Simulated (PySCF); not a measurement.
Vertical excitations of a molecule C3H6BFO from PySCF with TDA-PBE/def2-SVPD, as energy in eV (oscillator strength): 3.44 (0.003), 5.04 (0.014), 5.79 (0.005), 5.86 (0.001), 6.33 (0.001), 6.39 (0.396), 6.70 (0.004), 6.74 (0.041), 6.81 (0.004), 7.13 (0.041). Lowest triplet (TDA): 3.26 eV. The structure is a stationary point at ωB97X-D3(BJ)/def2-SVP. The values are those of a single conformer.

Question: Identify the compound among the candidates.
(A) OB1CC(F)C1
(B) C=CB(F)CO
(C) CB(F)CC=O
(D) OC1CB(F)C1

Answer: B, C=CB(F)CO
